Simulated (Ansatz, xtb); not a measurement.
# Two isomers of C4H4BrF3

Structure I is `C=C(Br)CC(F)(F)F`, a singlet and structure II is `FC(F)(F)C/C=C/Br`, a singlet. Both are isolated molecules in the gas phase, relaxed with B3LYP-D3(BJ)/def2-SVP; the shapes shown needn't be the lowest conformers.

I (Å):

```xyz
12

C    -2.6447   -0.5606    0.1585
C    -1.7854    0.3942    0.5093
C    -0.3003    0.2850    0.7241
C     0.3069   -1.0901    0.5268
Br   -2.4153    2.1821    0.8044
F     0.1276   -1.5520   -0.7227
F    -0.2095   -2.0007    1.3695
F     1.6305   -1.0395    0.7507
H    -3.7075   -0.3499    0.0339
H    -2.3018   -1.5821   -0.0135
H    -0.0474    0.6066    1.7470
H     0.2262    0.9725    0.0430
```

II (Å):

```xyz
12

C    -2.5234    0.9180   -1.3402
C    -1.2403    0.4593   -0.6715
C    -1.4708   -0.5977    0.3695
C    -1.1081   -0.4455    1.6429
Br   -1.3728   -1.7705    2.9674
F    -2.2668    1.8277   -2.2950
F    -3.3703    1.4770   -0.4629
F    -3.1668   -0.1099   -1.9240
H    -0.5905    0.0767   -1.4766
H    -0.7542    1.3487   -0.2444
H    -1.9568   -1.5216    0.0425
H    -0.6261    0.4558    2.0286
```

Quicker runs give these differences E(II) − E(I): GFN2-xTB −3.57 kJ/mol; HF/STO-3G −10.66 kJ/mol (at GFN2-xTB geometries); r2SCAN-D4/def2-SVP +0.50 kJ/mol (at GFN2-xTB geometries).

Question: Estimate which is lower in electronic energy at CCSD(T)/def2-SVP + ΔMP2/def2-TZVPP, and by roughly how much.

Answer: Too close to call at this level: CCSD(T)/def2-SVP + ΔMP2/def2-TZVPP gives E(II) − E(I) = −1.03 kJ/mol.

How the difference moves with the method:

```
                             level               geometry  E(II) − E(I) (kJ/mol)  departure from the last row (kJ/mol)  job, with rough time for the two
                          GFN2-xTB               GFN2-xTB                   −3.57                                 −2.54              optimisation, 0.15 s
                         HF/STO-3G               GFN2-xTB                  −10.66                                 −9.63              single point, 0.52 s
                r2SCAN-D4/def2-SVP               GFN2-xTB                   +0.50                                 +1.53               single point, 4.5 s
             B3LYP-D3(BJ)/def2-SVP  B3LYP-D3(BJ)/def2-SVP                   −0.77                                 +0.26                optimisation, 51 s
                       HF/def2-SVP  B3LYP-D3(BJ)/def2-SVP                   −7.18                                 −6.14           part of the CCSD(T) run
                      MP2/def2-SVP  B3LYP-D3(BJ)/def2-SVP                   −1.69                                 −0.66           part of the CCSD(T) run
                  CCSD(T)/def2-SVP  B3LYP-D3(BJ)/def2-SVP                   −2.15                                 −1.12                      single point
CCSD(T)/def2-SVP + ΔMP2/def2-TZVPP  B3LYP-D3(BJ)/def2-SVP                   −1.03                                                   single point, 2.6 min
```

As drawn, both hold the same kinds of bond in the same numbers.

The largest departure from CCSD(T)/def2-SVP + ΔMP2/def2-TZVPP is that of HF/STO-3G, 9.63 kJ/mol. The last row adds to CCSD(T) the change of the MP2 difference between the two basis sets, here +1.12 kJ/mol.

With thermal terms from frequencies at re-optimised GFN2-xTB minima (ideal gas, soft modes damped towards free rotors, one conformer each, 298.15 K, 1 atm): on the last row, ΔE + ΔZPE = −0.71, ΔH = −0.27, ΔG = −2.36 kJ/mol.

The correlated steps freeze 16 core orbitals; the filled d shell of Br is correlated, in a basis made for valence electrons. Programs: Ansatz 0.2.0, xtb 6.7.1; the last row on 4 threads of Arm Neoverse V1 on a shared host.
